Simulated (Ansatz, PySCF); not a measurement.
Species: SiCl2, net charge 0, triplet state. This is an excited triplet: at this geometry the singlet lies 2.12 eV lower at RI-MP2/CBS(aug-cc-pV(T+d)Z,aug-cc-pV(Q+d)Z)+[CCSD(T)-MP2]/aug-cc-pV(T+d)Z. 
Structure (B3LYP-D3(BJ)/def2-TZVP (Ansatz, an electronic-structure program) minimum search):
```xyz
3

Si    -0.0175     0.0179     0.7482
Cl     1.1448     1.3506    -0.3139
Cl    -1.1304    -1.3653    -0.3022
```
Charge 0, spin multiplicity 3.

Dipole moments at this geometry, in debye (magnitudes).

```csv
level,program,dipole (D)
HF/def2-TZVPD,PySCF,1.09
SVWN5/def2-TZVPD,Ansatz,0.58
BLYP/def2-TZVPD,Ansatz,0.63
revPBE/def2-TZVPD,Ansatz,0.63
BP86/def2-TZVPD,PySCF,0.62
M06-L/def2-TZVPD,PySCF,?
B97M-V/def2-TZVPD,Ansatz,0.75
B3LYP/def2-TZVPD,Ansatz,0.77
PBE0/def2-TZVPD,Ansatz,0.77
BHLYP/def2-TZVPD,Ansatz,0.93
TPSSh/def2-TZVPD,PySCF,0.73
r2SCANh/def2-TZVPD,Ansatz,0.80
LC-wPBE/def2-TZVPD,Ansatz,0.90
CCSD(T)/aug-cc-pV(D+d)Z,Ansatz,?
```

Q: What belongs in the gaps?

A: 
- M06-L/def2-TZVPD, dipole (D): 0.74
- CCSD(T)/aug-cc-pV(D+d)Z, dipole (D): 0.77
